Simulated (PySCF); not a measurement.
From a computed spectrum to the compound

A species of 5 atoms with charge 0 has these harmonic modes (PBE0, small Gaussian bases with core potentials, PySCF 2.14.0):

```tsv
cm⁻¹	km/mol
94	2.5
97	3.0
162	18.5
323	0.0
372	35.5
711	0.8
712	4.3
2708	1.9
2708	0.1
```

(1) Which species is it, and in which structure?

Answers

(1) Hg(SH)2 (singlet):
```xyz
5

Hg    0.0000    0.0000    0.0002
S     2.3181    0.3470    0.0285
H     2.5731   -0.5778   -0.9247
S    -2.3181   -0.3470    0.0285
H    -2.5731    0.5778   -0.9247
```
Ideal gas at 298.15 K and 1 bar: S = 334.0 J/(mol K), Cp = 77.5 J/(mol K), H − H(0 K) = 17.9 kJ/mol (rigid rotor, harmonic modes, spin degeneracy alone). 
 The answer isn't unique; the calculation gave this one.
